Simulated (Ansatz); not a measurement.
`IB(I)I`. Charge 0, multiplicity 1. I: def2 effective core potential.

```xyz
4

I     1.061    1.361   -1.215
B     0.000    0.000    0.000
I    -2.110   -0.012   -0.022
I     1.049   -1.349    1.238
```

Problem. List the harmonic frequencies (cm⁻¹, unscaled) at PBE0-D4/def2-TZVP in Ansatz. (Best estimate.)

Solution. Ansatz gave: 102, 102, 197, 321, 726, 726.

Problem. Is this a minimum?

Solution. Yes, all 6 modes are real.

Problem. Give the ideal-gas thermochemistry at 298.15 K and 1 bar (rigid rotor, harmonic oscillator; point group D3h, symmetry number 6).

Solution. Zero-point energy 13.0 kJ/mol; H(298) − E = 29.8 kJ/mol; entropy 349.3 J/(mol·K), of which translation 183.3, rotation 120.6, vibration 45.4; G(298) − E = -74.3 kJ/mol.

Problem. And at 400, 500, 600, 800 and 1000 K?

Solution. 
```json
{"T (K)": "400", "H − E (kJ/mol)": "37.2", "S (J/mol/K)": "370.7", "G − E (kJ/mol)": "-111.0"}
{"T (K)": "500", "H − E (kJ/mol)": "44.9", "S (J/mol/K)": "387.7", "G − E (kJ/mol)": "-149.0"}
{"T (K)": "600", "H − E (kJ/mol)": "52.7", "S (J/mol/K)": "401.9", "G − E (kJ/mol)": "-188.5"}
{"T (K)": "800", "H − E (kJ/mol)": "68.6", "S (J/mol/K)": "424.9", "G − E (kJ/mol)": "-271.2"}
{"T (K)": "1000", "H − E (kJ/mol)": "84.9", "S (J/mol/K)": "443.0", "G − E (kJ/mol)": "-358.1"}
```
